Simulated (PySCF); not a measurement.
Bond stretch in BeF2, SMILES [Be]([F])[F]. The Be1–F3 bond (Be1 also carries F; F3 carries nothing else) is pulled apart rigidly from the PBE0/def2-TZVP optimised geometry.

Calculation: PySCF with CCSD(T) on UHF/6-31G, 2 core orbitals frozen.

Task: Relative to R = 1.41 Å, what are the energies at R = 1.25, 1.31, 1.51, 3.35 Å?

Result: 60.2 kJ/mol at 1.25 Å, 21.5 kJ/mol at 1.31 Å, 12.8 kJ/mol at 1.51 Å, 596.3 kJ/mol at 3.35 Å.

The unrestricted determinant behind UCCSD(T) is spin-contaminated at 2.28 to 4.84 Å (<S²> up to 1.0, against 0.00 for a pure singlet).
